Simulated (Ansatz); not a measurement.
Relaxation of C2H8ClGa (12 atoms, charge 0, multiplicity 1), to a largest force component of 0.03 eV/Å in at most 50 steps.

These are results of Ansatz, RKS BHLYP-D4/def2-SVP, not measurements.

```xyz
12
Properties=species:S:1:pos:R:3
Ga 0.403 0.195 0.125
H 1.410 -0.410 1.135
C 0.570 -0.351 -1.759
C -0.918 1.505 0.765
H 0.612 -2.038 1.771
Cl -0.415 -2.849 1.728
H 1.488 0.070 -2.184
H -0.270 -0.020 -2.374
H 0.654 -1.440 -1.838
H -1.009 1.512 1.853
H -0.620 2.511 0.446
H -1.904 1.314 0.330
```

Question: Where does it end, and by what steps?

Answer: The run converged. The force dipped under the threshold on the way, but the program's further checks kept it going. After 21 steps the energy has fallen by 0.106 eV; Cl6 moved furthest, 0.83 Å.

```json
{"step": "0", "energy less start (eV)": "0.0000", "largest force component (eV/Å)": "0.520", "accepted": "yes"}
{"step": "1", "energy less start (eV)": "-0.0214", "largest force component (eV/Å)": "0.687", "accepted": "yes"}
{"step": "2", "energy less start (eV)": "-0.0371", "largest force component (eV/Å)": "0.263", "accepted": "yes"}
{"step": "3", "energy less start (eV)": "-0.0398", "largest force component (eV/Å)": "1.025", "accepted": "yes"}
{"step": "4", "energy less start (eV)": "-0.0179", "largest force component (eV/Å)": "0.598", "accepted": "no"}
{"step": "5", "energy less start (eV)": "-0.0641", "largest force component (eV/Å)": "0.650", "accepted": "yes"}
{"step": "6", "energy less start (eV)": "-0.0821", "largest force component (eV/Å)": "0.076", "accepted": "yes"}
{"step": "7", "energy less start (eV)": "-0.0845", "largest force component (eV/Å)": "0.050", "accepted": "yes"}
{"step": "8", "energy less start (eV)": "-0.0494", "largest force component (eV/Å)": "1.450", "accepted": "no"}
{"step": "9", "energy less start (eV)": "-0.0906", "largest force component (eV/Å)": "0.075", "accepted": "yes"}
{"step": "10", "energy less start (eV)": "-0.0975", "largest force component (eV/Å)": "0.088", "accepted": "yes"}
{"step": "11", "energy less start (eV)": "-0.0834", "largest force component (eV/Å)": "0.761", "accepted": "no"}
{"step": "12", "energy less start (eV)": "-0.0973", "largest force component (eV/Å)": "0.173", "accepted": "no"}
{"step": "13", "energy less start (eV)": "-0.0999", "largest force component (eV/Å)": "0.063", "accepted": "yes"}
{"step": "14", "energy less start (eV)": "-0.1031", "largest force component (eV/Å)": "0.035", "accepted": "yes"}
{"step": "15", "energy less start (eV)": "-0.1009", "largest force component (eV/Å)": "0.264", "accepted": "no"}
{"step": "16", "energy less start (eV)": "-0.1034", "largest force component (eV/Å)": "0.034", "accepted": "yes"}
{"step": "17", "energy less start (eV)": "-0.1038", "largest force component (eV/Å)": "0.157", "accepted": "yes"}
{"step": "18", "energy less start (eV)": "-0.1044", "largest force component (eV/Å)": "0.070", "accepted": "yes"}
{"step": "19", "energy less start (eV)": "-0.1050", "largest force component (eV/Å)": "0.005", "accepted": "yes"}
{"step": "20", "energy less start (eV)": "-0.1052", "largest force component (eV/Å)": "0.085", "accepted": "yes"}
{"step": "21", "energy less start (eV)": "-0.1056", "largest force component (eV/Å)": "0.028", "accepted": "yes"}
```

```xyz
12
Properties=species:S:1:pos:R:3
Ga 0.520 0.207 0.149
H 1.770 -0.077 1.074
C 0.569 -0.426 -1.721
C -0.889 1.430 0.796
H 0.397 -2.353 1.972
Cl -0.660 -2.207 1.264
H 1.252 0.201 -2.307
H -0.414 -0.382 -2.198
H 0.942 -1.453 -1.784
H -1.033 1.352 1.876
H -0.608 2.467 0.577
H -1.846 1.241 0.301
```

Whether the end is a true minimum wasn't checked by a vibrational analysis.

Time of the run: 63 s on 2 threads of Intel(R) Xeon(R) Platinum 8488C (Sapphire Rapids), with other jobs on the host, peak memory 0.32 GiB.
